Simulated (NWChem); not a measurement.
System: CH7NOSi; SMILES CN[SiH2]O

Input file for NWChem:

```
start job
memory heap 200 mb stack 900 mb global 1100 mb
geometry units angstroms noautosym nocenter noautoz
  Si    -0.450498    -0.674178    -0.215823
  O      0.653540    -1.738352     0.453697
  N      0.095109     0.898754    -0.658554
  C      0.128536     2.078719     0.196398
  H     -0.864879    -1.376805    -1.449997
  H     -1.565013    -0.429800     0.742037
  H      0.981153    -1.516958     1.336759
  H      0.673336     0.985926    -1.486956
  H     -0.582749     1.947631     1.018917
  H      1.118751     2.271712     0.637194
  H     -0.174286     2.977663    -0.356183
end
basis spherical
  * library 6-31g*
end
dft
  xc b3lyp
  iterations 150
end
property
  shielding
end
task dft property
```

NWChem printed, in part:

```
             Northwest Computational Chemistry Package (NWChem) 7.3.0
             --------------------------------------------------------

                             Geometry "geometry" -> ""
                             -------------------------

 Output coordinates in angstroms (scale by  1.889725989 to convert to a.u.)

  No.       Tag          Charge          X              Y              Z
 ---- ---------------- ---------- -------------- -------------- --------------
    1 Si                  14.0000    -0.45049800    -0.67417800    -0.21582300
    2 O                    8.0000     0.65354000    -1.73835200     0.45369700
    3 N                    7.0000     0.09510900     0.89875400    -0.65855400
    4 C                    6.0000     0.12853600     2.07871900     0.19639800
    5 H                    1.0000    -0.86487900    -1.37680500    -1.44999700
    6 H                    1.0000    -1.56501300    -0.42980000     0.74203700
    7 H                    1.0000     0.98115300    -1.51695800     1.33675900
    8 H                    1.0000     0.67333600     0.98592600    -1.48695600
    9 H                    1.0000    -0.58274900     1.94763100     1.01891700
   10 H                    1.0000     1.11875100     2.27171200     0.63719400
   11 H                    1.0000    -0.17428600     2.97766300    -0.35618300

 Effective nuclear repulsion energy (a.u.)     177.7624760531

                              NWChem Property Module
                              ----------------------

  itol2e modified to match energy
  convergence criterion.

                                 NWChem DFT Module
                                 -----------------

 Summary of "ao basis" -> "ao basis" (spherical)
 ------------------------------------------------------------------------------
       Tag                 Description            Shells   Functions and Types
 ---------------- ------------------------------  ------  ---------------------
 Si                          6-31g*                  8       18   4s3p1d
 O                           6-31g*                  6       14   3s2p1d
 N                           6-31g*                  6       14   3s2p1d
 C                           6-31g*                  6       14   3s2p1d
 H                           6-31g*                  2        2   2s

  itol2e modified to match energy
  convergence criterion.

[...]

          -----------------------------------------
          Chemical Shielding Tensors (GIAO, in ppm)
          -----------------------------------------

                                NWChem CPHF Module
                                ------------------

  scftype          =     RHF
  nclosed          =       21
  nopen            =        0
  variables        =     1113
  # of vectors     =        3
  tolerance        = 0.10D-03
  level shift      = 0.00D+00
  max iterations   =       50
  max subspace     =       30

 SCF residual:    1.3567917219252428E-004

Iterative solution of linear equations
  No. of variables     1113
  No. of equations        3
  Maximum subspace       30
        Iterations       50
       Convergence  1.0D-04

   iter   nsub   residual    time
   ----  ------  --------  ---------
     1      3    2.91D-01      26.6
     2      6    8.46D-03      30.4
     3      9    5.15D-04      33.8
     4     12    3.22D-05      37.2

      Atom:    1  Si
        Diamagnetic
    881.0154     -0.6617      1.0876
     -0.6617    886.2572     -1.8849
      1.0876     -1.8849    879.9653

        Paramagnetic
   -437.9020      9.4168      7.2512
      9.4168   -446.2006     -5.3028
      7.2512     -5.3028   -476.1201

        Total Shielding Tensor
    443.1134      8.7551      8.3389
      8.7551    440.0566     -7.1878
      8.3389     -7.1878    403.8452

           isotropic =     429.0051
          anisotropy =      32.3168

          Principal Components and Axis System
                 1           2           3
              450.5496    436.3111    400.1544

      1         0.7816     -0.5801     -0.2291
      2         0.6222      0.7510      0.2210
      3         0.0438     -0.3153      0.9480

      Atom:    2  O
        Diamagnetic
    390.9772    -10.0576     13.2873
    -10.0576    389.9629     -4.0638
     13.2873     -4.0638    395.4169

        Paramagnetic
   -111.0010     21.4700     -5.5495
     21.4700   -113.5373    -14.3952
     -5.5495    -14.3952   -157.9175

        Total Shielding Tensor
    279.9762     11.4124      7.7378
     11.4124    276.4256    -18.4589
      7.7378    -18.4589    237.4994

           isotropic =     264.6337
          anisotropy =      39.1525

          Principal Components and Axis System
                 1           2           3
              290.7354    275.5669    227.5989

      1         0.6631      0.7164     -0.2170
      2         0.7318     -0.5594      0.3892
      3        -0.1574      0.4169      0.8952

      Atom:    3  N
        Diamagnetic
    306.3040      8.7173     -8.1609
      8.7173    335.4834      5.2233
     -8.1609      5.2233    318.1642

        Paramagnetic
    -76.1772      5.4377      2.9321
      5.4377   -117.3601    -30.7177
      2.9321    -30.7177   -117.6079

        Total Shielding Tensor
    230.1268     14.1550     -5.2288
     14.1550    218.1233    -25.4944
     -5.2288    -25.4944    200.5563

           isotropic =     216.2688
          anisotropy =      47.8898

          Principal Components and Axis System
                 1           2           3
              248.1953    218.5914    182.0196

      1         0.6321      0.7698     -0.0892
      2         0.6522     -0.4663      0.5976
      3        -0.4184      0.4359      0.7968

      Atom:    4  C
        Diamagnetic
    241.9035      0.8167      0.8141
      0.8167    254.8600      7.0157
      0.8141      7.0157    245.8828

        Paramagnetic
    -95.2971     -3.2291      2.2823
     -3.2291    -80.7910     16.2000
      2.2823     16.2000    -90.5358

[...]
```

Level: B3LYP/6-31G* (spherical d), GIAO. The geometry was optimised at B3LYP/6-31G* (spherical d). The printed shielding anisotropy is the first printed principal value minus the mean of the other two.
